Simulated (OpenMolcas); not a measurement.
neutral nitrogen: CASPT2 settings compared

```json
{"Program": "OpenMolcas", "Basis": "ANO-RCC-VTZP [4s3p2d1f]", "Scalar Hamiltonian": "X2C, point nucleus", "Active space": "3 electrons in 3 orbitals (2p)", "State averaging": "2S+1 = 4 odd, 1 root; 2S+1 = 2 odd, 8 roots kept (CI in the orbitals of an earlier block)", "Spin-orbit coupling": "RASSI with atomic mean-field integrals over the reference wave functions, term energies averaged over their components"}
```

Methods on the same reference wave functions:
A. CASSCF
B. SS-CASPT2, IPEA 0.15 Eh, imaginary shift 0.15 Eh (closed shells correlated: 1s 2s)
C. SS-CASPT2, IPEA 0.15 Eh, sigma1 regulariser 0.5 Eh (closed shells correlated: 1s 2s)
D. SS-CASPT2, IPEA 0.35 Eh, sigma1 regulariser 0.2 Eh (closed shells correlated: 1s 2s)

Energies in eV above 2s² 2p³ ⁴S°_3/2, the measured ground level; measured values from NIST Handbook of Basic Atomic Spectroscopic Data.

```json
{"Level": "2s² 2p³ ⁴S°_3/2", "A": "0.0000", "B": "0.0000", "C": "0.0000", "D": "0.0000", "Measured": "0.0000"}
{"Level": "2s² 2p³ ²D°_3/2", "A": "2.8936", "B": "2.495", "C": "2.496", "D": "2.473", "Measured": "2.3846"}
{"Level": "2s² 2p³ ²D°_5/2", "A": "2.8936", "B": "2.495", "C": "2.496", "D": "2.473", "Measured": "2.3835"}
{"Level": "2s² 2p³ ²P°_1/2", "A": "4.8227", "B": "3.920", "C": "3.926", "D": "3.919", "Measured": "3.5756"}
{"Level": "2s² 2p³ ²P°_3/2", "A": "4.8228", "B": "3.920", "C": "3.926", "D": "3.919", "Measured": "3.5756"}
```

Deviations, from unrounded energies. A percentage is the sum of absolute deviations over the sum of measured energies, with the sign that they share, or ± where signs differ.

```
                        Against measurement  Levels      A     B     C     D
             mean absolute deviation (cm-1)       4   7100  1800  1900  1700
other terms of the ground configuration (%)       4  +29.5  +7.7  +7.8  +7.3
```

D lies closest to measurement on these levels and A furthest from it. The largest miss of D in the table is 2s² 2p³ ²P°_3/2, by +2800 cm-1. The ranking rests on the paired levels alone, and a cruder setting can come out closer through cancelling errors.

Among B to D the level of the table that moves most is 2s² 2p³ ²D°_5/2, by 180 cm-1 (lowest in D, highest in C). Moves below CASPT2's spread within the term are not significant.

The mean deviations of B to D differ by less than CASPT2's widest spread within a term (200 cm-1), so their order carries little weight.

From A to B the spin-free energies of the other terms of 2s² 2p³ shown, above ⁴S°, scale by factors of 0.81 to 0.86.

The lowest spin-free term lies below A's lowest term by 0.115 hartree in B, 0.115 hartree in C, 0.109 hartree in D.

CASPT2 breaks the degeneracy within a term, and the mean is taken; among the terms shown or strongly mixed into the levels shown the widest spread is 200 cm-1 (2s² 2p³ ²P°, D). Terms from blocks run as CI alone lack orbitals of their own. With the s shell closed, the reference lacks s² → p² mixing. Without dynamic correlation excited terms often stand tens of per cent too high (terms of higher spin than the ground term too low), and those without a measured partner can miss by more than the paired ones (holds for A). Measured partners are found by configuration, term and J. A level has none where our copy of the source lacks it or the pairing is in doubt (some pairs that miss far off the trend of their configuration count as doubtful), and it then counts in no deviation. Levels of configurations outside the active space are missing.

° marks odd parity.
